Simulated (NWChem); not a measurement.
System: BGeH3Cl2; SMILES Cl[B](Cl)[GeH3]

NWChem input:

```
start job
memory heap 200 mb stack 900 mb global 1100 mb
geometry units angstroms
  B     -0.466051     0.190256    -0.309618
  Cl    -1.890567    -0.742327    -0.429566
  Cl    -0.417615     1.718137    -1.071056
  Ge     1.129303    -0.477178     0.734462
  H      1.231370     0.132974     2.091439
  H      1.128151    -1.946204     0.979923
  H      2.440291    -0.161195     0.100972
end
basis spherical
  * library def2-svp
end
dft
  xc pbe0
  iterations 150
end
driver
  maxiter 120
end
task dft optimize
task dft freq
```

Parts of the log:

```
             Northwest Computational Chemistry Package (NWChem) 7.3.0
             --------------------------------------------------------

 C1  symmetry detected

                             Geometry "geometry" -> ""
                             -------------------------

 Output coordinates in angstroms (scale by  1.889725989 to convert to a.u.)

  No.       Tag          Charge          X              Y              Z
 ---- ---------------- ---------- -------------- -------------- --------------
    1 B                    5.0000    -0.00186208     0.58018409    -0.00854606
    2 Cl                  17.0000    -1.46295201     1.46250006     0.00035076
    3 Cl                  17.0000     1.47547016     1.43690133     0.00035623
    4 Ge                  32.0000    -0.00655690    -1.43987682    -0.00096563
    5 H                    1.0000     0.25424962    -2.01578762     1.34973657
    6 H                    1.0000    -1.29611106    -2.04981503    -0.42911897
    7 H                    1.0000     1.04818415    -2.04908323    -0.85900598

 Effective nuclear repulsion energy (a.u.)     375.2815253543

                                Z-matrix (autoz)
                                --------

 Units are Angstrom for bonds and degrees for angles

[...]

      ----------------------
      Optimization converged
      ----------------------

  Step       Energy      Delta E   Gmax     Grms     Xrms     Xmax
  ---- ---------------- -------- -------- -------- -------- --------
@    5   -3022.95563074 -5.8D-07  0.00007  0.00002  0.00059  0.00138
                                     ok       ok       ok       ok

                                Z-matrix (autoz)
                                --------

 Units are Angstrom for bonds and degrees for angles

[...]

 Rotational Constants
 --------------------
 A=   0.102824 cm-1  (  0.147937 K)
 B=   0.050240 cm-1  (  0.072283 K)
 C=   0.034176 cm-1  (  0.049171 K)

 Temperature                      =   298.15K
 frequency scaling parameter      =   1.0000

 Zero-Point correction to Energy  =   18.542 kcal/mol  (  0.029548 au)
 Thermal correction to Energy     =   21.998 kcal/mol  (  0.035057 au)
 Thermal correction to Enthalpy   =   22.591 kcal/mol  (  0.036000 au)

 Total Entropy                    =   79.029 cal/mol-K
   - Translational                =   41.061 cal/mol-K (mol. weight = 157.8924)
   - Rotational                   =   28.591 cal/mol-K (symmetry #  =        1)
   - Vibrational                  =    9.377 cal/mol-K

 Cv (constant volume heat capacity) =   17.906 cal/mol-K
   - Translational                  =    2.979 cal/mol-K
   - Rotational                     =    2.979 cal/mol-K
   - Vibrational                    =   11.947 cal/mol-K

[normal modes left out]

 ----------------------------------------------------------------------------
 Normal Eigenvalue ||           Projected Infra Red Intensities
  Mode   [cm**-1]  || [atomic units] [(debye/angs)**2] [(KM/mol)] [arbitrary]
 ------ ---------- || -------------- ----------------- ---------- -----------
    1       -9.542 ||    0.000038           0.001         0.037       0.009
    2       -0.000 ||    0.000002           0.000         0.001       0.000
    3       -0.000 ||    0.000001           0.000         0.001       0.000
    4        0.000 ||    0.000001           0.000         0.001       0.000
    5        0.000 ||    0.000002           0.000         0.001       0.000
    6        0.000 ||    0.000000           0.000         0.000       0.000
    7        0.000 ||    0.000002           0.000         0.002       0.000
    8      137.911 ||    0.000288           0.007         0.281       0.066
    9      203.295 ||    0.004884           0.113         4.761       1.118
   10      291.386 ||    0.007981           0.184         7.780       1.826
   11      376.335 ||    0.001674           0.039         1.632       0.383
   12      511.672 ||    0.037542           0.866        36.598       8.591
   13      549.544 ||    0.013220           0.305        12.888       3.025
   14      809.204 ||    0.182888           4.219       178.288      41.850
   15      877.680 ||    0.001735           0.040         1.691       0.397
   16      888.234 ||    0.028593           0.660        27.874       6.543
   17      900.782 ||    0.088982           2.053        86.745      20.362
   18      958.875 ||    0.278962           6.436       271.946      63.835
   19     2145.549 ||    0.075370           1.739        73.474      17.247
   20     2159.231 ||    0.084056           1.939        81.942      19.235
   21     2166.499 ||    0.111490           2.572       108.686      25.512
 ----------------------------------------------------------------------------

 ===============================================================================
      Negative Nuclear Hessian Mode    1  Eigenvalue =     -9.54 cm**(-1)
 -------------------------------------------------------------------------------
   Raw step length:  0.511 angstroms ;  The Raw step for this mode is:
    1 B                    5.0000     0.00803019    -0.00005010    -0.00531111
    2 Cl                  17.0000     0.00270370    -0.00787304     0.01290599
    3 Cl                  17.0000     0.00287380     0.00773953    -0.01148392
    4 Ge                  32.0000    -0.00305209     0.00006288    -0.00029655
    5 H                    1.0000    -0.30900343     0.01162854     0.06331556
    6 H                    1.0000     0.07868916     0.01505818    -0.26529367
    7 H                    1.0000     0.17293361    -0.02611925     0.23240553

  Geometry after  100.0% step for mode  1; Step length =  0.511 angstroms
   Maximum component (any atom: x,y, or z) displacement:  0.584
    1 B                    5.0000     0.00450957     0.57484317    -0.01655370
    2 Cl                  17.0000    -1.49011168     1.48208967     0.02048710
    3 Cl                  17.0000     1.51272432     1.45951141    -0.00305813
    4 Ge                  32.0000    -0.01236690    -1.49538334    -0.00682374
    5 H                    1.0000    -0.04090338    -1.97405281     1.49221216
    6 H                    1.0000    -1.28690370    -2.04823370    -0.72414187
    7 H                    1.0000     1.27664860    -2.07330486    -0.68307309

  Geometry after -100.0% step for mode  1; Step length =  0.511 angstroms
   Maximum component (any atom: x,y, or z) displacement:  0.584
    1 B                    5.0000    -0.01155081     0.57494337    -0.00593147
    2 Cl                  17.0000    -1.49551909     1.49783576    -0.00532488
    3 Cl                  17.0000     1.50697671     1.44403235     0.01990972
    4 Ge                  32.0000    -0.00626273    -1.49550911    -0.00623064
    5 H                    1.0000     0.57710347    -1.99730990     1.36558104
    6 H                    1.0000    -1.44428202    -2.07835006    -0.19355452
    7 H                    1.0000     0.93078139    -2.02106637    -1.14788415

  Geometry after   50.0% step for mode  1; Step length =  0.256 angstroms
   Maximum component (any atom: x,y, or z) displacement:  0.292
    1 B                    5.0000     0.00049448     0.57486822    -0.01389814
    2 Cl                  17.0000    -1.49146353     1.48602619     0.01403411
    3 Cl                  17.0000     1.51128741     1.45564165     0.00268383
    4 Ge                  32.0000    -0.01084086    -1.49541479    -0.00667547
    5 H                    1.0000     0.11359833    -1.97986708     1.46055438
    6 H                    1.0000    -1.32624828    -2.05576279    -0.59149503
    7 H                    1.0000     1.19018180    -2.06024524    -0.79927585

  Geometry after  -50.0% step for mode  1; Step length =  0.256 angstroms
   Maximum component (any atom: x,y, or z) displacement:  0.292
    1 B                    5.0000    -0.00753571     0.57491832    -0.00858703
    2 Cl                  17.0000    -1.49416723     1.49389923     0.00112812
    3 Cl                  17.0000     1.50841361     1.44790212     0.01416776
    4 Ge                  32.0000    -0.00778877    -1.49547767    -0.00637891
    5 H                    1.0000     0.42260176    -1.99149563     1.39723882
    6 H                    1.0000    -1.40493744    -2.07082097    -0.32620136
    7 H                    1.0000     1.01724819    -2.03412599    -1.03168139

  Geometry after   34.3% step for mode  1; Step length =  0.175 angstroms
   Maximum component (any atom: x,y, or z) displacement:  0.200
    1 B                    5.0000    -0.00077023     0.57487611    -0.01306167
    2 Cl                  17.0000    -1.49188935     1.48726615     0.01200149
    3 Cl                  17.0000     1.51083481     1.45442271     0.00449249
    4 Ge                  32.0000    -0.01036017    -1.49542469    -0.00662876
    5 H                    1.0000     0.16226460    -1.98169851     1.45058255
    6 H                    1.0000    -1.33864137    -2.05813437    -0.54971280
    7 H                    1.0000     1.16294575    -2.05613161    -0.83587839

  Geometry after  -34.3% step for mode  1; Step length =  0.175 angstroms
   Maximum component (any atom: x,y, or z) displacement:  0.200
    1 B                    5.0000    -0.00627100     0.57491043    -0.00942350
    2 Cl                  17.0000    -1.49374142     1.49265928     0.00316074
    3 Cl                  17.0000     1.50886622     1.44912105     0.01235910
    4 Ge                  32.0000    -0.00826946    -1.49546777    -0.00642562
    5 H                    1.0000     0.37393550    -1.98966420     1.40721066
    6 H                    1.0000    -1.39254435    -2.06844939    -0.36798359
    7 H                    1.0000     1.04448424    -2.03823963    -0.99507885

  Geometry after   17.1% step for mode  1; Step length =  0.088 angstroms
   Maximum component (any atom: x,y, or z) displacement:  0.100
    1 B                    5.0000    -0.00214542     0.57488469    -0.01215213
    2 Cl                  17.0000    -1.49235236     1.48861443     0.00979130
    3 Cl                  17.0000     1.51034266     1.45309730     0.00645914
    4 Ge                  32.0000    -0.00983749    -1.49543546    -0.00657797
    5 H                    1.0000     0.21518232    -1.98368993     1.43973957
    6 H                    1.0000    -1.35211711    -2.06071312    -0.50428050
    7 H                    1.0000     1.13333037    -2.05165861    -0.87567850

  Geometry after  -17.1% step for mode  1; Step length =  0.088 angstroms
   Maximum component (any atom: x,y, or z) displacement:  0.100
    1 B                    5.0000    -0.00489581     0.57490185    -0.01033304
    2 Cl                  17.0000    -1.49327840     1.49131099     0.00537092
    3 Cl                  17.0000     1.50935837     1.45044647     0.01039245
    4 Ge                  32.0000    -0.00879213    -1.49545700    -0.00647640
    5 H                    1.0000     0.32101777    -1.98767278     1.41805363
    6 H                    1.0000    -1.37906860    -2.06587064    -0.41341589
    7 H                    1.0000     1.07409962    -2.04271262    -0.95527874
```

Level: PBE0/def2-SVP.
